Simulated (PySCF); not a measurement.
Sn(Me)(Cl)3, SMILES [Cl][Sn]([Cl])([CH3])[Cl] (CH3Cl3Sn) (B3LYP/def2-SVP optimised geometry):

```
8

C     -1.628    -2.206    -1.680
Sn    -0.832    -1.127     0.000
Cl    -1.526     1.127     0.000
Cl    -1.525    -2.068     2.048
Cl     1.526    -1.127     0.000
H     -1.138    -1.836    -2.590
H     -1.416    -3.274    -1.533
H     -2.710    -2.028    -1.722
```

Level of theory: PySCF with B3LYP/def2-TZVP, def2 effective core potentials past Kr.

What are the frontier orbital energies and the dipole moment?

HOMO-2 -9.00 eV, HOMO-1 -8.87 eV, HOMO -8.83 eV, LUMO -2.79 eV, LUMO+1 -0.41 eV; dipole moment 3.55 D.

On the same geometry PBE/def2-TZVP, def2 effective core potentials past Kr in PySCF gives HOMO-2 -7.87 eV, HOMO-1 -7.78 eV, HOMO -7.73 eV, LUMO -3.38 eV, LUMO+1 -1.01 eV; dipole moment 3.47 D.
